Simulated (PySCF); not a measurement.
## How methods differ on the excitation energy of Te⁺

Te⁺ [Kr] 4d10 5s2 5p3 (4S) → Te⁺ [Kr] 4d10 5s1 5p3 5d1 (6D), as a difference of total energies. Computed with PySCF 2.14 in aug-cc-pVQZ-DK3 (9s8p6d3f2g, 102 functions), with scalar relativity by spin-free X2C-1e. Correlated levels: valence: [Kr] 4d10 frozen. The calculations carry no spin-orbit coupling.

```
           method  excitation energy (eV)
              UHF                  15.665
    MP2 (valence)                  16.863
SCS-MP2 (valence)                  17.262
   CCSD (valence)                  16.974
CCSD(T) (valence)                  17.032
```

Task: How much does correlation contribute at CCSD(T) (valence)?

Result: 17.032 − (15.665) = 1.367 eV, measured against UHF.

A first-order spin-orbit estimate (lowest level to lowest level, LS coupling) adds -0.040 eV.

The promoted electron is Rydberg-like, and one or two diffuse shells describe it only roughly, which tends to raise the upper state.
